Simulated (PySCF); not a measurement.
## Working out the ionisation energy of As+

As+ [Ar] 3d10 4s2 4p2 (3P) → As(2+) [Ar] 3d10 4s2 4p1 (2P). Calculation: PySCF 2.14, in Sapporo-DKH3-DZP-2012; the spin-free X2C one-electron Hamiltonian (Gaussian nucleus). Frozen: [Ar] 3d10. Energies in hartree (1 hartree = 27.21139 eV):

| part | As+ (lower) | As(2+) (upper) |
| --- | --- | --- |
| UHF | -2258.618650 | -2257.956696 |
| CCSD correlation | -0.059041 | -0.047114 |
| (T) | -0.000718 | -0.000420 |

Question: What does Hartree-Fock give?

Answer: (-2257.956696) − (-2258.618650) = 0.661954 hartree = 18.013 eV.

Question: What do CCSD and CCSD(T) give?

Answer: The CCSD correlation energies differ by 0.011927 hartree = 0.325 eV and the triples by 0.000298 hartree = 0.008 eV, so CCSD gives 18.338 eV and CCSD(T) 18.346 eV.

Reference: 18.589 eV (measured; NIST Atomic Spectra Database, ionization energies), between the lowest levels; spin-orbit coupling is absent from the calculation.

A double-zeta basis recovers only part of the correlation energy.

What remains against the reference includes basis incompleteness, the frozen core and higher excitations.
